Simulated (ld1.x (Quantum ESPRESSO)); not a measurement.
PBEsol PAW dataset for copper, scalar-relativistic all-electron reference.

* Element: Cu
* Generator: ld1.x (Quantum ESPRESSO) 7.5
* Type: PAW
* Functional: PBEsol
* Relativity: scalar-relativistic
* Frozen core: [Ne] 3s2
* Valence charge: 17
* Reference configuration: 3p6 3d10 4s0.5 4p0.5
* Partial waves: 4s (bound): rcut 2.20, rcutus 2.55 bohr; 4s channel at 2.55 Ry: rcut 2.20, rcutus 2.55 bohr; 3p (bound): rcut 1.25, rcutus 1.45 bohr; 4p (bound): rcut 1.25, rcutus 1.45 bohr; 3d (bound): rcut 1.25, rcutus 1.45 bohr; 3d channel at 4.8 Ry: rcut 1.25, rcutus 1.45 bohr
* Local potential: all-electron potential smoothed inside 2.50 bohr (lloc = -1)
* Core correction: Bessel-smoothed model core inside 1.20 bohr
* Augmentation charge: BESSEL, radius 1.05 bohr

All-electron outer shells of the reference configuration (PBEsol, scalar-relativistic, ld1.x):

```json
{"shell": "2p", "level (eV)": "-917.49", "outermost node (bohr)": "–", "outermost maximum (bohr)": "0.16"}
{"shell": "3s", "level (eV)": "-115.55", "outermost node (bohr)": "0.29", "outermost maximum (bohr)": "0.61"}
{"shell": "3p", "level (eV)": "-73.15", "outermost node (bohr)": "0.26", "outermost maximum (bohr)": "0.62"}
{"shell": "3d", "level (eV)": "-6.20", "outermost node (bohr)": "–", "outermost maximum (bohr)": "0.60"}
{"shell": "4s", "level (eV)": "-5.41", "outermost node (bohr)": "0.89", "outermost maximum (bohr)": "2.24"}
{"shell": "4p", "level (eV)": "-1.23", "outermost node (bohr)": "0.97", "outermost maximum (bohr)": "3.43"}
```

Q: Does the generator finish with these settings?

A: Yes, a potential is produced and its reference levels are reproduced.

Q: Estimate the cutoffs (Ry, on a coarse ladder) from which the occupation-weighted sum of valence levels, in a spherical-Bessel basis at the reference potential, stays within 10 and 1 mRy of its value at 400 Ry.

A: 60 Ry and 110 Ry.

Q: Does the potential have ghost states?

A: No extra level below or beside the all-electron valence levels (s, p, d, f tested).

Q: Is the overlap operator S = 1 + Σ q|β⟩⟨β| positive definite (Bessel basis up to 400 Ry)?

A: Yes: its lowest eigenvalue is 0.09 (p channel).

Q: Which valence shell sets the plane-wave cutoff?

A: 4p: its level needs 70 Ry to come within 1 mRy, against 50 Ry for 3d.

Test run stopped at test 1 of 7 (negative rho).
